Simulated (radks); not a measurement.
Question: All-electron calculation, scalar-relativistic Kohn-Sham, LDA (Slater exchange, Perdew-Wang correlation), spin-unpolarised, spherical densities, finite nucleus; Fermi nuclear charge, rms radius of each element as measured or else 0.836 A^(1/3) + 0.57 fm. Program: a radial shooting solver on a logarithmic mesh with Libxc functionals. Response by self-consistent Sternheimer equations with the Hartree and adiabatic LDA kernel, the relativistic mass of each level held fixed and spin-orbit coupling left out. Rank Mg, Ca8+, K7+, Si2+, P3+, Al+, S4+, Ar6+, Cl5+ (NIST ground configurations) by static dipole polarisability, largest first.

Answer: Mg 71.01, Al+ 23.31, Si2+ 11.21, P3+ 6.412, S4+ 4.061, Cl5+ 2.751, Ar6+ 1.957, K7+ 1.444, Ca8+ 1.097 bohr^3.
